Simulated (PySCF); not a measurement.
Compound: C₅H₈P₂.
SMILES: `PP1C=CCC=C1`

Vertical excitations from PySCF (density fitting, frozen core in the response, grid level 2 and gas phase unless stated; continuum runs use non-equilibrium linear response for the excitations) on a GFN2-xTB geometry. Reference run:

```json
{"settings": "wB97X-D/def2-SVPD, full TDDFT, 8 singlets", "S1, eV (f)": "4.92 (0.014)", "S2, eV (f)": "5.19 (0.264)", "S3, eV (f)": "5.73 (0.020)", "S4, eV (f)": "6.00 (0.026)", "S5, eV (f)": "6.50 (0.028)", "S6, eV (f)": "6.65 (0.015)", "T1, eV (Tamm–Dancoff)": "4.00", "mean α (au)": "108.8"}
```

Q: What do these settings give: (1) LDA/ANO-RCC-VDZP, IEF-PCM cyclohexane, TDA, 3 singlets; (2) wB97X/IGLO-II, TDA, 1 singlet?

A: 
| settings | S1, eV (f) | S2, eV (f) | S3, eV (f) | S4, eV (f) | S5, eV (f) | S6, eV (f) | T1, eV (Tamm–Dancoff) | mean α (au) |
| --- | --- | --- | --- | --- | --- | --- | --- | --- |
| LDA/ANO-RCC-VDZP, IEF-PCM cyclohexane, TDA, 3 singlets | 4.12 (0.016) | 4.36 (0.220) | 4.60 (0.022) | – | – | – | 3.65 | 122.0 |
| wB97X/IGLO-II, TDA, 1 singlet | 5.28 (0.016) | – | – | – | – | – | 4.04 | 98.2 |

(1) S1 moves by -0.80 eV; functional, basis, environment and response scheme change together, so the shift can't be laid on one. (2) S1 moves by +0.36 eV; functional, basis and response scheme change together, so the shift can't be laid on one. States are counted by energy in each run and needn't keep their character from row to row.

ANO-RCC sets were contracted for a scalar-relativistic Hamiltonian, but ran non-relativistically here.

Q: Which orbital pairs make up S1 in each run, and how does it sit against the orbital gap?

A: 
```
                                              settings  S1 configurations (weight)  S1 (eV)  orbital gap (eV)  S1 − gap (eV)
             wB97X-D/def2-SVPD, full TDDFT, 8 singlets                  H→L+1 0.98     4.92              9.17          -4.25
LDA/ANO-RCC-VDZP, IEF-PCM cyclohexane, TDA, 3 singlets                    H→L 0.95     4.12              3.84          +0.28
                         wB97X/IGLO-II, TDA, 1 singlet                    H→L 0.97     5.28             10.02          -4.74
```

One conformer (not necessarily the lowest) at the GFN2-xTB geometry, without vibrations or thermal averaging.

The values belong to the conformer `[PH2:1][P:2]1[CH:3]=[CH:4][CH2:5][CH:6]=[CH:7]1`: H–P1–P2–C3 85°, H–P1–P2–C3 177°.
